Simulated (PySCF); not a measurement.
# PI: from constants to spectrum

PBE0 constants of PI, ³Σ⁻ (triplet), unpaired electrons π ↑↑ (basis P cc-pV(T+d)Z, I cc-pVTZ-PP with ECP28; scalar-relativistic core potentials; PySCF 2.14; masses 30.9738 and 126.9045 u):

| Item | Value |
| --- | --- |
| ωe | 382.6 cm⁻¹ |
| ωexe | 1.19 cm⁻¹ |
| Be | 0.12002 cm⁻¹ |
| αe | 0.000522 cm⁻¹ |
| De to P + I | 2.58 eV |

(1) What force constant and bond length do these constants imply?

(2) Estimate the centrifugal constant D from the Kratzer relation and find the Dunham coefficient a1.

These are scalar-relativistic numbers at best; spin–orbit coupling would shift them, the dissociation energy most. The state is the lowest determinant that a PBE0 search found; another state may lie lower at other levels.

Results:

(1) Reduced mass μred = 24.897 u; k = 5.8918×10⁻⁷·μred·ωe² (u, cm⁻¹, mdyn/Å) = 2.15 mdyn/Å; Re = √(16.8576/(μred·Be)) (u, cm⁻¹, Å) = 2.375 Å.

(2) D = 4Be³/ωe² = 4.72e-08 cm⁻¹; a1 = −1 − αeωe/(6Be²) = -3.31.
